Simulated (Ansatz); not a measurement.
Species, as SMILES: [BH]F (BH-F), doublet.
Atoms: B1, F2, H3. Bonds: B1-F2, B1-H3.

Basis-set convergence of the harmonic zero-point energy at MP2 with Ansatz (a program for electronic structure). Each level at its own minimum, finite differences of forces, unscaled; the reference is a large set that could be run, not a limit. All functions are spherical. Cores are frozen. Open shells are unrestricted. No added dispersion term, no relativity. Reference: the value in def2-QZVPP, 7.12 kcal/mol, itself unsure by roughly 0.01 kcal/mol (its mean distance from cc-pVQZ, aug-cc-pVTZ, def2-TZVPPD). Deviations are taken from unrounded values.

```tsv
basis	functions	harmonic zero-point energy (kcal/mol)
cc-pVDZ	33	7.06
aug-cc-pVDZ	55	6.93
6-311G**	42	7.10
6-311+G**	50	7.05
cc-pVTZ	74	7.14
aug-cc-pVTZ	115	7.10
def2-TZVPP	76	7.13
def2-TZVPPD	94	7.11
```

What the diffuse functions change, pair by pair:
- cc-pVDZ to aug-cc-pVDZ: 22 more functions, deviation -0.06 to -0.19 kcal/mol
- 6-311G** to 6-311+G**: 8 more functions, deviation -0.02 to -0.07 kcal/mol
- cc-pVTZ to aug-cc-pVTZ: 41 more functions, deviation 0.03 to -0.02 kcal/mol
- def2-TZVPP to def2-TZVPPD: 18 more functions, deviation 0.01 to -0.01 kcal/mol

They bring the value nearer the reference by more than 0.01 kcal/mol in 0 of 4 pairs.
